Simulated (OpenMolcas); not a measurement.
Computed levels of 3d in ions with 19 electrons, in cm-1 above ²D_3/2.

```yaml
Program: OpenMolcas 26.06
Method: SS-CASPT2, IPEA 0.25 Eh, imaginary shift 0.1 Eh
Basis: ANO-R2
Scalar_Hamiltonian: X2C, finite nucleus
Spin-orbit_coupling: state interaction with AMFI integrals over the reference wave functions, term energies averaged over their components
```

Active space for each ion: 1 electron in 10 orbitals (3d 4d); closed shells correlated by CASPT2: 3s 3p.

| Level | V4+ | Mn6+ | Fe7+ |
| --- | --- | --- | --- |
| ²D_5/2 | 588 | 1317 | 1773 |

**Question.** Estimate ²D_5/2 for Cr5+ from its neighbours V4+ and Mn6+.

**Answer.** ²D_5/2 is fine structure, which grows about as the fourth power of a screened charge, so the fourth roots are averaged: ((588^0.25 + 1317^0.25) / 2)^4 = 898. The calculation gives 930, so the estimate is off by -3.4 %; the measured value is 940 (Sugar and Corliss, J. Phys. Chem. Ref. Data 6, 317 (1977)).

CASPT2 does not keep the components of a term degenerate, so their means are used; among the terms shown or strongly mixed into the levels shown the widest spread is 12 cm-1 (3d ²D, Fe7+). With one active electron outside closed inactive shells, the extra shells (4d) add no correlation to the reference. With one active electron, CASPT2 adds the correlation within the correlated inactive shells and between them and that electron, and leaves the splitting within a term as the reference gives it. Measured partners are found by configuration, term and J. A level has none where our copy of the source lacks it or the pairing is in doubt (some pairs that miss far off the trend of their configuration count as doubtful), and it then counts in no deviation. Levels of configurations outside the active space are missing.
